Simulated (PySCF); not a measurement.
**NMR parameters from quadrupole coupling constants**

C₆H₁₄N (charge +1).
Cartesian coordinates in Å at the GFN2-xTB level; atoms count from 1:
```
atom  x, y, z in Å
C1     2.528    0.445   -0.416
C2     1.779   -0.790    0.076
C3     0.548   -0.442    0.910
N4    -0.447    0.295    0.109
C5    -1.240   -0.461   -0.906
C6    -2.533    0.185   -0.396
C7    -1.710    0.736    0.774
H8     3.464    0.143   -0.875
H9     1.968    0.997   -1.169
H10    2.765    1.111    0.411
H11    2.442   -1.385    0.704
H12    1.490   -1.413   -0.773
H13    0.075   -1.346    1.297
H14    0.836    0.191    1.753
H15    0.049    1.081   -0.322
H16   -1.181   -1.533   -0.722
H17   -0.958   -0.254   -1.936
H18   -2.931    0.952   -1.054
H19   -3.330   -0.501   -0.130
H20   -1.859    0.201    1.710
H21   -1.763    1.807    0.956
```

Computed at PBE0/pcSseg-1 (PySCF, non-relativistic):

```json
{"atom": "N4", "environment": "ammonium nitrogen", "nucleus": "14N", "spin I": "1", "Q (b)": "0.02044", "CQ = χzz (MHz)": "0.376", "η": "0.194"}
```

Task: Which field gradients stand behind these couplings (CQ in MHz = 234.96 × Q in b × Vzz in au)?

Result: Vxx = −Vzz(1 − η)/2 and Vyy = −Vzz(1 + η)/2, in au:

| atom | Vxx (au) | Vyy (au) | Vzz (au) | Vzz (10²¹ V/m²) |
| --- | --- | --- | --- | --- |
| N4 | -0.032 | -0.047 | 0.078 | 0.76 |

Task: At 9.4 T, set νQ = 3|CQ|/[2I(2I − 1)] beside the Larmor frequency (|g| × 7.62259 MHz/T × B; g(14N) = 0.40376), and give PQ = |CQ|√(1 + η²/3).

Result: 
| atom | PQ (MHz) | νQ (MHz) | ν0 (MHz) | νQ/ν0 |
| --- | --- | --- | --- | --- |
| N4 | 0.378 | 0.563 | 28.93 | 0.019 |

For N4: PQ = 0.376 × 1.0062, νQ = 0.376 × 1.5000, ν0 = 3.0777 MHz/T × 9.4 T.

Task: A static spin 1 shows, to first order, a doublet split by νQ with the field along z of the gradient, and by (3/4)|CQ|(1 + η) and (3/4)|CQ|(1 − η) along y and x. Give the last two for 14N.

Result: N4: 0.336 and 0.227 MHz.

Task: Quadrupolar 1/T1 and linewidth for τc = 8 ps (extreme narrowing, isotropic tumbling)?

Result: 1/T1 = 1/T2 = (3π²/10)(2I + 3)/[I²(2I − 1)] × PQ² × τc; the width is 1/(πT2).

```csv
site,spin factor (2I + 3)/[I²(2I − 1)],1/T1 (s⁻¹),T1 (ms),linewidth (Hz)
14N at N4,5.000,16.9,59.1,5.38
```

One conformer (not necessarily the lowest) at the GFN2-xTB geometry, without solvent, vibrations or thermal averaging. GFN2-xTB bond lengths can be off by several hundredths of an ångström, more for odd bonds, and the gradients follow them. A larger basis could move these couplings by a tenth or more.
